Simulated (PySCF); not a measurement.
Cl₂FGa, SMILES `[F][Ga]([Cl])[Cl]`, neutral singlet in the gas phase. 

Cartesian coordinates (Å):
```xyz
4

F     -0.0515     1.8171    -0.0508
Ga    -0.0018     0.0632    -0.0018
Cl     1.8947    -0.8881    -0.0031
Cl    -1.8415    -0.9922     0.0558
```
Charge 0, spin multiplicity 1.

All levels are single points at this geometry (PBE-D3(BJ)/def2-TZVP); Pople sets use spherical d functions. Orbital energies aren't observables, and empty levels follow the basis.

```tsv
level	HOMO (eV)	LUMO (eV)	gap (eV)	dipole (D)	vertical IE, Delta-SCF (eV)
PBE-D3(BJ)/def2-TZVP in PySCF	-8.27	-3.16	5.11	0.86	11.44
B3LYP/3-21G in PySCF	-9.47	-2.72	6.76	0.11	–
BP86/6-31G* in PySCF	-8.31	-3.37	4.94	0.58	–
SVWN5/6-31G* in PySCF	-8.34	-3.54	4.80	0.66	11.59
HF/3-21G in PySCF	-13.29	0.81	14.10	0.04	–
HF/6-31G* in PySCF	-13.12	1.10	14.22	0.77	12.09
```
